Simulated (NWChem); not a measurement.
System: C3H6O2; SMILES O[C@@H]1C[C@H]1O

Input file for NWChem:

```
start job
memory heap 200 mb stack 900 mb global 1100 mb
geometry units angstroms noautosym nocenter noautoz
  O     -0.413414    -1.857438     0.119727
  C     -0.095610    -0.610610    -0.433617
  C      1.216489    -0.012464    -0.007610
  C     -0.092593     0.612201     0.434873
  O     -0.535947     1.800713    -0.160322
  H     -1.378652    -1.899321     0.214380
  H     -0.393064    -0.455026    -1.472149
  H      1.789949    -0.560771     0.734452
  H      1.798888     0.507856    -0.763089
  H     -0.377750     0.466040     1.478820
  H      0.033731     2.519982     0.155518
end
basis spherical
  * library 6-31g*
end
dft
  xc b3lyp
  iterations 150
end
cosmo
  do_cosmo_smd true
  solvent water
end
task dft energy
```

Output (shortened):

```
             Northwest Computational Chemistry Package (NWChem) 7.3.0
             --------------------------------------------------------

                             Geometry "geometry" -> ""
                             -------------------------

 Output coordinates in angstroms (scale by  1.889725989 to convert to a.u.)

  No.       Tag          Charge          X              Y              Z
 ---- ---------------- ---------- -------------- -------------- --------------
    1 O                    8.0000    -0.41341400    -1.85743800     0.11972700
    2 C                    6.0000    -0.09561000    -0.61061000    -0.43361700
    3 C                    6.0000     1.21648900    -0.01246400    -0.00761000
    4 C                    6.0000    -0.09259300     0.61220100     0.43487300
    5 O                    8.0000    -0.53594700     1.80071300    -0.16032200
    6 H                    1.0000    -1.37865200    -1.89932100     0.21438000
    7 H                    1.0000    -0.39306400    -0.45502600    -1.47214900
    8 H                    1.0000     1.78994900    -0.56077100     0.73445200
    9 H                    1.0000     1.79888800     0.50785600    -0.76308900
   10 H                    1.0000    -0.37775000     0.46604000     1.47882000
   11 H                    1.0000     0.03373100     2.51998200     0.15551800

 Effective nuclear repulsion energy (a.u.)     181.1604444651

                                 NWChem DFT Module
                                 -----------------

 Summary of "ao basis" -> "ao basis" (spherical)
 ------------------------------------------------------------------------------
       Tag                 Description            Shells   Functions and Types
 ---------------- ------------------------------  ------  ---------------------
 O                           6-31g*                  6       14   3s2p1d
 C                           6-31g*                  6       14   3s2p1d
 H                           6-31g*                  2        2   2s

 in cosmo_initialize ...
 calling solv_data for solv:h2o

 solvent parameters
 solvname_short: h2o
 solvname_long:  water
 dielec:       78.4000
 dielecinf:     1.7769
 aqueous SMD model solvent descriptors
 dielec:       78.4000
 sola:          0.8200

          ---------------
          -cosmo- solvent
          ---------------
 Cosmo: York-Karplus, doi: 10.1021/jp992097l
 dielectric constant -eps-     =  78.40
 screen = (eps-1)/(eps    )    =   0.98724
 surface charge correction     = lagrangian

   van der Waals surface
 --------------------------

[...]

                                COSMO-SMD solvation results
                                ---------------------------

             internal energy in gas <Psi(g)|H|Psi(g)> =      -268.304207887299
         internal energy in solvent <Psi(s)|H|Psi(s)> =      -268.301496078330
                               delta internal energy  =         0.002711808968 (    1.70 kcal/mol)
   total free energy in solvent <Psi(s)|H+V/2|Psi(s)> =      -268.323494493599
 polarization energy contribution <Psi(s)|V/2|Psi(s)> =        -0.021998415268 (  -13.80 kcal/mol)
    total free energy in solvent including G(SMD-CDS) =      -268.319345210696
                       G(SMD-CDS) energy contribution =         0.004149282902 (    2.60 kcal/mol)
     1 M fixed-concentration free energy of solvation =        -0.015137323398 (   -9.50 kcal/mol)

                       DFT Final Molecular Orbital Analysis
                       ------------------------------------

 Vector   18  Occ=2.000000D+00  E=-3.171624D-01
              MO Center= -2.3D-01, -5.9D-01, -2.3D-02, r^2= 3.2D+00
   Bfn.  Coefficient  Atom+Function         Bfn.  Coefficient  Atom+Function
  ----- ------------  ---------------      ----- ------------  ---------------
     5      0.407290   1 O  pz                9      0.306613   1 O  pz
    59      0.239133   5 O  px               17     -0.198786   2 C  px
    31      0.192935   3 C  px               34     -0.187038   3 C  s
     3      0.180702   1 O  px               63      0.177950   5 O  px
    61     -0.164276   5 O  pz               74      0.140157   7 H  s

 Vector   19  Occ=2.000000D+00  E=-2.665322D-01
              MO Center=  6.5D-03,  3.6D-01, -1.1D-02, r^2= 2.9D+00
   Bfn.  Coefficient  Atom+Function         Bfn.  Coefficient  Atom+Function
  ----- ------------  ---------------      ----- ------------  ---------------
    61     -0.301365   5 O  pz               17      0.277052   2 C  px
    65     -0.233866   5 O  pz               32     -0.229150   3 C  py
    59      0.219212   5 O  px               47      0.188448   4 C  pz
    63      0.182016   5 O  px               80      0.172077  10 H  s
    33     -0.158541   3 C  pz               21      0.155973   2 C  px

 Vector   20  Occ=2.000000D+00  E=-2.544501D-01
              MO Center= -7.0D-02, -1.8D-01,  2.6D-02, r^2= 2.9D+00
   Bfn.  Coefficient  Atom+Function         Bfn.  Coefficient  Atom+Function
  ----- ------------  ---------------      ----- ------------  ---------------
     5      0.305737   1 O  pz               45      0.304965   4 C  px
     9      0.241855   1 O  pz               59     -0.236679   5 O  px
     4      0.205927   1 O  py               63     -0.184237   5 O  px
    19     -0.177050   2 C  pz                8      0.172359   1 O  py
    32      0.164582   3 C  py               46      0.157840   4 C  py

 Vector   21  Occ=0.000000D+00  E= 8.856645D-02
              MO Center= -1.5D-01,  1.4D-01,  7.1D-02, r^2= 5.7D+00
   Bfn.  Coefficient  Atom+Function         Bfn.  Coefficient  Atom+Function
  ----- ------------  ---------------      ----- ------------  ---------------
     6      0.645660   1 O  s                82      0.637863  11 H  s
    72     -0.620172   6 H  s                62     -0.598566   5 O  s
    74     -0.542154   7 H  s                20      0.494953   2 C  s
    76      0.496430   8 H  s                22      0.462327   2 C  py
    78     -0.442813   9 H  s                80      0.441847  10 H  s

 Vector   22  Occ=0.000000D+00  E= 1.027051D-01
              MO Center= -6.0D-01,  2.4D-01,  2.1D-01, r^2= 7.0D+00
   Bfn.  Coefficient  Atom+Function         Bfn.  Coefficient  Atom+Function
  ----- ------------  ---------------      ----- ------------  ---------------
    72      0.973006   6 H  s                82      0.922704  11 H  s
    62     -0.687611   5 O  s                 6     -0.682862   1 O  s
     7      0.327582   1 O  px               48     -0.319892   4 C  s
    80      0.281293  10 H  s                49     -0.272874   4 C  px
    51     -0.236231   4 C  pz               35     -0.219040   3 C  px

 Vector   23  Occ=0.000000D+00  E= 1.254650D-01
              MO Center=  2.8D-02,  3.4D-01,  2.5D-02, r^2= 6.3D+00
   Bfn.  Coefficient  Atom+Function         Bfn.  Coefficient  Atom+Function
  ----- ------------  ---------------      ----- ------------  ---------------
    80     -0.822519  10 H  s                78      0.808778   9 H  s
    74      0.771021   7 H  s                82      0.741747  11 H  s
    72     -0.651746   6 H  s                76     -0.501400   8 H  s
    48      0.498014   4 C  s                20     -0.393619   2 C  s
    51      0.365328   4 C  pz               36     -0.360604   3 C  py

     Multipole analysis of the density
     ---------------------------------

     L   x y z        total         alpha         beta         nuclear
     -   - - -        -----         -----         ----         -------
     0   0 0 0     -0.000000    -20.000000    -20.000000     40.000000

     1   1 0 0      0.035794     -0.027390     -0.027390      0.090575
     1   0 1 0      0.554250      0.220696      0.220696      0.112858
     1   0 0 1      0.334360      0.181308      0.181308     -0.028255

     2   2 0 0    -20.123131    -48.074640    -48.074640     76.026148
     2   1 1 0      4.798618      0.689189      0.689189      3.420241
     2   1 0 1     -0.546655     -0.120950     -0.120950     -0.304756
     2   0 2 0    -22.281167   -134.310590   -134.310590    246.340012
     2   0 1 1      1.265438      1.271368      1.271368     -1.277298
     2   0 0 2    -21.408824    -25.219858    -25.219858     29.030892
```

Level: B3LYP/6-31G* (spherical d), SMD on the gas-phase geometry. Geometry: optimised at B3LYP/6-31G* (spherical d). Solvent: water.
